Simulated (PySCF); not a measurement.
**Polarisability and C₆ of Tl (thallium, neutral)**

[Xe] 4f14 5d10 6s2 6p1, 2P determinant. All numbers are calculated (PySCF 2.14, a scalar-relativistic core potential, in def2-QZVPPD with the def2 core potential (60 electrons)). Coupled (time-dependent) response in atomic units; α is the mean over directions.

| method | mean α (bohr³) | α xx, yy, zz | C₆ (like pair) | S(−4) |
| --- | --- | --- | --- | --- |
| UHF | 76.68 | 56.33, 117.4, 56.33 | 836.1 | 3890 |
| PBE | 84.81 | 58.65, 137.1, 58.65 | 879.9 | 6247 |
| PBE0 | 78.34 | 55.55, 123.9, 55.55 | 819.9 | 4763 |

S(−4) is the Cauchy moment in α(ω) = α(0) + S(−4) ω² + …

Reference α: 50 ± 2 bohr³ (recommended; Schwerdtfeger and Nagle, table of static dipole polarizabilities (2023 update)). Published C₆: 509.0 (Gould and Bucko (2016)).

Spin-orbit coupling is absent.

α(iu) at PBE:

```
u (hartree)  α(iu) (bohr³)
          0          84.81
     0.0500          72.67
      0.100          54.64
      0.200          33.25
      0.300          23.04
      0.500          13.70
      0.750          8.834
       1.00          6.409
       1.50          3.982
       2.00          2.763
       3.00          1.561
       5.00         0.6892
```

A single London oscillator, α(iu) = α/(1 + u²/ω²), gives C₆ = (3/4) ω α². Matching the computed C₆ needs ω = 4 × 879.9 / (3 × 84.81²) = 0.163 hartree.

The components differ because the open shell of this determinant is not spherical; for a pure term their mean is the scalar polarisability.

Energies and moments cover only the electrons outside the core potential. Spin-orbit coupling, absent here, splits the open shell strongly.
